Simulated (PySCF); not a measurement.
Compound: CH₇NSSn.
Atom-mapped SMILES: `[CH3:1][S:2][SnH2:3][NH2:4]` (hydrogens: H5, H6, H7 on C1; H8, H9 on Sn3; H10, H11 on N4)

Computed by this run: PBE0-D3(BJ)/def2-SVP geometry optimisation, gas phase, def2 core potentials past Kr (PySCF); density fitting, grid level 1; the optimiser is geomeTRIC in internal coordinates, started from a GFN2-xTB structure with every atom displaced at random (about 0.01 Å).

Step 0: E = -19295.9203 eV
```
atom  x, y, z in Å  |  force x, y, z in eV/Å
C1     -2.2917   -0.0194    0.2355   -0.488   1.673  -0.998
S2     -0.9652    1.1788    0.5101    0.127   0.474   0.190
Sn3     0.9464   -0.0829   -0.1750    0.863   0.149   0.272
N4      2.5879    1.0465    0.3621   -2.320   0.003   1.315
H5     -2.4010   -0.2302   -0.8370   -0.066  -0.189   0.031
H6     -2.1548   -0.8955    0.8022    0.175  -1.543   0.891
H7     -3.2036    0.5014    0.5746    0.057  -0.211  -0.040
H8      1.1242   -1.5200    0.6940   -0.134  -0.383   0.314
H9      0.8987   -0.5210   -1.8084   -0.088   0.048  -0.533
H10     3.3756    0.9404   -0.2012    1.733  -0.167  -1.379
H11     2.3426    2.0284    0.4369    0.142   0.147  -0.063
```

Step 1: E = -19296.0500 eV
```
atom  x, y, z in Å  |  force x, y, z in eV/Å
C1     -2.2718    0.0235    0.2205    0.113  -0.407   0.308
S2     -0.9018    1.1582    0.6133    0.001  -0.050   0.000
Sn3     1.0009   -0.1586   -0.1084   -0.137  -0.141  -0.274
N4      2.5440    1.0880    0.3766    0.567  -0.187  -0.282
H5     -2.3354   -0.1933   -0.8516   -0.012  -0.003  -0.138
H6     -2.1947   -0.9314    0.7843   -0.021   0.332  -0.186
H7     -3.1951    0.5258    0.5322   -0.064   0.051   0.007
H8      1.0997   -1.6628    0.7695    0.023   0.346  -0.170
H9      0.8733   -0.4631   -1.8387    0.023   0.021   0.428
H10     3.3613    0.9687   -0.2415   -0.434   0.090   0.341
H11     2.2787    2.0715    0.3376   -0.058  -0.052  -0.034
```

Q: Estimate the geometry and energy of step 2. (The exact step hangs on the optimiser's Hessian estimate; all steps are aligned on step 1, rigid shifts and turns removed.)

A: E = -19296.0758 eV, largest force 0.163 eV/Å
```
atom  x, y, z in Å  |  force x, y, z in eV/Å
C1     -2.2709    0.0118    0.2200    0.016  -0.106   0.024
S2     -0.9157    1.1628    0.6176   -0.023   0.021   0.020
Sn3     0.9895   -0.1348   -0.1157   -0.076   0.116  -0.020
N4      2.5587    1.0723    0.3757    0.156  -0.041  -0.020
H5     -2.3323   -0.1980   -0.8578   -0.009   0.011   0.001
H6     -2.1829   -0.9360    0.7746    0.003   0.058  -0.029
H7     -3.2018    0.5046    0.5331    0.004   0.008  -0.015
H8      1.0934   -1.6017    0.7524    0.024  -0.086   0.082
H9      0.8545   -0.4563   -1.8002   -0.017  -0.014  -0.082
H10     3.3661    0.9453   -0.2357   -0.066   0.020   0.052
H11     2.3004    2.0565    0.3299   -0.012   0.013  -0.012
```

The energy changes by -0.0258 eV. The first-order estimate −F·Δx gives -0.0541 eV and the mean of the old and new forces, exact on a quadratic surface, -0.0258 eV. The step makes an angle of 65° with the force vector and moves no atom by more than 0.064 Å.

What follows is the cost of the whole optimisation. Hardware: an Arm Neoverse V2 with one thread (shared host). Cost: 30 s of wall time, 0.45 GiB resident at most.
